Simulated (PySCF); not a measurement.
Delta-SCF ions had no search for a lower state. Excitations are Tamm–Dancoff values on a coarser integration grid. The basis has no diffuse functions, so Rydberg states are missing or too high.

# C3H6S, SMILES `CCC=S` (C–C–C–S torsion 120°) (charge 0, multiplicity 1)

Computed with PBE-D3(BJ)/def2-TZVP // PBE0-D3(BJ)/def2-TZVP (PySCF).

* **HOMO**: -5.18 eV
* **dipole moment**: 2.52 D
* **LUMO**: -3.03 eV
* **HOMO–LUMO gap**: 2.15 eV
* **S1 excitation (TDA)**: 2.39 eV
* **S1 oscillator strength**: 0.000
* **T1 excitation (TDA)**: 1.86 eV
* **S1–T1 gap (TDA)**: 0.54 eV
* **vertical ionisation energy (Delta-SCF)**: 8.59 eV
* **total energy**: -14036.27 eV
* **cost**: very roughly 3 core-minutes

```xyz
10

C      1.1287     0.2402     0.2687
C     -0.0718    -0.1739    -0.5800
C     -1.3217    -0.2004     0.2236
S     -2.6459     0.6731    -0.0402
H      1.0053     1.2590     0.6410
H      2.0449     0.2014    -0.3227
H      1.2551    -0.4211     1.1293
H      0.0983    -1.1885    -0.9650
H     -0.1995     0.4920    -1.4350
H     -1.2934    -0.8817     1.0803
```
Charge 0, spin multiplicity 1.
